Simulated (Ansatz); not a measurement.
Two isomers of CH6SeSi2: A = `[SiH3][SiH]1C[Se]1`, B = `C1[SiH2][SiH2][Se]1`.

Isolated molecules relaxed with PBE0-D4/def2-TZVP in Ansatz; ΔE leaves out vibrations. CCSD(T)/CBS is the MP2 limit (def2-TZVPP, def2-QZVPP) plus CCSD(T) − MP2 in def2-TZVPP, frozen cores. DFT in def2-TZVPP. For Se outer-core shells are correlated without core-valence functions, which leaves a few kJ/mol of doubt a bond. Scalar relativity is left out up to krypton.

(1) Which is lower in electronic energy at CCSD(T)/CBS, and by how much? (An estimate is asked.)

(2) Give E(B) − E(A) in kJ/mol with HF/def2-TZVPP, PBE-D4, CCSD(T)/def2-TZVPP, r2SCAN-D4, PBE0-D4, MP2/def2-TZVPP, ωB97M-V. (Best estimate.)

Largest T1 diagnostic: 0.012.

Answers

(1) Computed: B, by 37.1 kJ/mol.

(2) Computed: HF/def2-TZVPP -38.1, PBE-D4 -34.0, CCSD(T)/def2-TZVPP -36.5, r2SCAN-D4 -32.1, PBE0-D4 -38.7, MP2/def2-TZVPP -35.6, ωB97M-V -39.0. None reverses the order clearly.

The D4 term adds −4.2 kJ/mol with B3LYP and −1.9 kJ/mol with PBE0; it sums over pairs of atoms, weighted by their polarisabilities, and B3LYP, whose exchange is more repulsive, gets the larger term. From PBE to PBE0 (25 % exact exchange), in def2-TZVPP and without D4, E(B) − E(A) moves by −5.2 kJ/mol.

B3LYP here is the variant with VWN-RPA as its local correlation; programs differ in this.
